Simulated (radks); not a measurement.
Question: Coherent X-ray form factor from a spherical all-electron density. Calculated with a radial shooting solver on a logarithmic mesh with Libxc functionals: scalar-relativistic Kohn-Sham, PBEsol, spin-polarised, spherical densities, finite nucleus; Fermi nuclear charge, rms radius of each element as measured or else 0.836 A^(1/3) + 0.57 fm.

| sin(theta)/lambda (1/angstrom) | f0 (electrons) |
|---|---|
| 0.05 | 80.110 |
| 0.1 | 77.672 |
| 0.15 | 74.226 |
| 0.2 | 70.322 |
| 0.25 | 66.344 |
| 0.3 | 62.500 |
| 0.4 | 55.530 |
| 0.5 | 49.610 |
| 0.6 | 44.646 |
| 0.8 | 36.828 |
| 1 | 30.753 |
| 1.25 | 24.759 |
| 1.5 | 20.378 |
| 2 | 15.434 |

The species is in the configuration that NIST lists as its ground one. Which atom or ion scatters so?

Answer: The bismuth ion Bi2+, [Hg] 6p1. Extrapolating in s^2 from the first two rows gives f0(0) = 80.9, near the electron count 81; among species with that count, the fall with angle is slower the higher Z, and the table is that of Z = 83; from so few rows the species is fixed only to a neighbour or two.
